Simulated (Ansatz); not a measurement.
Cartesian coordinates (Å):
SMILES: c1c(=O)c1
```xyz
6

O      2.0175    -0.3683     0.1053
C      0.8375    -0.1529     0.0706
C     -0.5042    -0.5313    -0.2351
C     -0.2993     0.6780     0.3033
H     -1.2622    -1.2078    -0.6053
H     -0.7894     1.5823     0.6368
```
Charge 0, multiplicity 1.

Calculation: frozen-core CCSD(T)/cc-pVQZ // B3LYP-D3(BJ)/def2-TZVP (Ansatz, an electronic-structure program).

```yaml
HF energy: -189.61588 Ha
MP2 correlation energy: -0.72758 Ha
```

Q: Estimate the CCSD correlation energy, the (T) correction, the total energy and the T1 diagnostic.

A: 
```
Quantity                        Result
-----------------------  -------------
CCSD correlation energy    -0.72889 Ha
(T) correction             -0.03817 Ha
CCSD(T) total energy     -190.38293 Ha
T1 diagnostic                    0.016
```
